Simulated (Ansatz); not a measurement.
`N#C[SiH2]P` + H–F → `F[SiH2]P` + `C#N` at 600 K and 1 bar (ligand exchange at the Si–C bond).

Gas-phase electronic energies from Ansatz, PBE0-D4/def2-TZVP geometries. CCSD(T)/CBS adds triple-zeta CCSD(T) − MP2 to the extrapolated MP2 energy (def2 sets, frozen cores). This one scheme is used for every species. Each species was taken in one conformer, which may not be the lowest.

```tsv
species	CCSD(T)/CBS energy (Eh)	H − E (kJ/mol)	S (J/(mol·K))
`N#C[SiH2]P`	-725.16307	166.8	406.3
H–F	-100.39570	42.3	194.0
`F[SiH2]P`	-732.27050	143.4	367.9
`C#N`	-93.32098	64.3	228.4
```

H − E and S are ideal-gas, rigid-rotor, harmonic terms from PBE0-D4/def2-TZVP, for one conformer and one mirror image of each species. 1 Eh = 2625.50 kJ/mol, R = 8.31446 J/(mol·K).

By hand: ΔE, ΔH, ΔS and ΔG.

ΔE = (-732.27050) + (-93.32098) − (-725.16307) − (-100.39570) = -0.03271 Eh = -85.9 kJ/mol. Δ(H − E) = 143.4 + 64.3 − 166.8 − 42.3 = -1.4, so ΔH = -87.3 kJ/mol. ΔS = 367.9 + 228.4 − 406.3 − 194.0 = -4.0 J/(mol·K). ΔG = -87.3 − 600 × (-4.0)/1000 = -84.9 kJ/mol.

By hand: the equilibrium constant, and the temperature at which ΔG would vanish if ΔH and ΔS stayed fixed.

log₁₀ K = −ΔG/(RT ln 10) = 7.4. ΔG = 0 at ΔH/ΔS = 21825 K, far beyond where these terms or the molecules hold.

The number of gas molecules stays the same, so ΔS is small and ΔH decides. A doubt of 5 kJ/mol in ΔE shifts log₁₀ K by 0.4 here. Other conformers and mirror images would add mixing entropy, several J/(mol·K) or more a flexible species. These are equilibria of isolated gas molecules and say nothing of rates. Largest T1 diagnostic: 0.014 (customary marks: 0.02 for closed shells, 0.045 for open ones).
